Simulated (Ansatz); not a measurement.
C6H14, charge -1, doublet, at the geometry of the source list (a state made from the parent by changing its charge; the spin is typed, not shown lowest) (a gas-phase anion, which may not be bound at this level); PBE/6-311++G** in Ansatz (a quantum-chemistry and plane-wave program).

Ansatz was given this input:
Ansatz 0.2 input:
```yaml
crystal:
  periodic: [false, false, false]
  atoms:
    - {symbol: C, position_ang: [2.83340000, 0.85030000, -0.34240000]}
    - {symbol: C, position_ang: [1.82880000, 0.00110000, 0.42560000]}
    - {symbol: C, position_ang: [0.44440000, 0.03160000, -0.21760000]}
    - {symbol: C, position_ang: [-0.56010000, -0.81700000, 0.55810000]}
    - {symbol: C, position_ang: [-1.93330000, -0.90240000, -0.10840000]}
    - {symbol: C, position_ang: [-2.66640000, 0.43210000, -0.15860000]}
    - {symbol: H, position_ang: [2.93620000, 0.49080000, -1.36410000]}
    - {symbol: H, position_ang: [2.50950000, 1.88830000, -0.37790000]}
    - {symbol: H, position_ang: [3.81090000, 0.81330000, 0.13320000]}
    - {symbol: H, position_ang: [2.18440000, -1.03130000, 0.46810000]}
    - {symbol: H, position_ang: [1.75560000, 0.36640000, 1.45290000]}
    - {symbol: H, position_ang: [0.09860000, 1.06580000, -0.26140000]}
    - {symbol: H, position_ang: [0.51550000, -0.34040000, -1.24290000]}
    - {symbol: H, position_ang: [-0.67420000, -0.40920000, 1.56570000]}
    - {symbol: H, position_ang: [-0.15880000, -1.82930000, 0.65710000]}
    - {symbol: H, position_ang: [-1.81730000, -1.29070000, -1.12340000]}
    - {symbol: H, position_ang: [-2.54310000, -1.61770000, 0.44960000]}
    - {symbol: H, position_ang: [-2.74670000, 0.86090000, 0.83800000]}
    - {symbol: H, position_ang: [-3.67090000, 0.29620000, -0.55390000]}
    - {symbol: H, position_ang: [-2.14660000, 1.14120000, -0.79750000]}
basis:
  gaussian:
    orbitals: 6-311++G__.json
hamiltonian:
  xc: pbe
total_charge: -1
magnetization: {spin_polarized: true, initial_magnetization: 1}
```
The basis file holds 6-311++G** in the JSON format of the Basis Set Exchange.

The log (banner, timings and long lists left out):

```
Functional definition: PBE
1766 factors; their error is unknown
mean field evaluation 1: about -6422.1389 eV, gradient 6.3e1 eV
mean field evaluation 2: about -6317.1053 eV, gradient 1.4e2 eV
mean field evaluation 4: about -6441.8603 eV, gradient 1.4e1 eV
mean field evaluation 8: about -6442.8278 eV, gradient 5.6e-1 eV
mean field evaluation 16: about -6442.7835 eV, gradient 1.6e-2 eV
mean field evaluation 32: about -6442.7835 eV, gradient 3.2e-5 eV
mean field evaluation 64: about -6442.6683 eV, gradient 2.2e-2 eV
mean field -6442.78354888 eV, -236.7679283458 hartree, gradient 7.5e-6 eV, S^2 0.750122; 10 other end points of the search recorded, 0 dependent functions left out
reference -6442.78359822 eV, -236.7679301592 hartree; 26, 25 occupied and 204, 205 virtual orbitals, 1766 factors
Total energy: -6442.78359822 eV, -236.7679301592 hartree
```
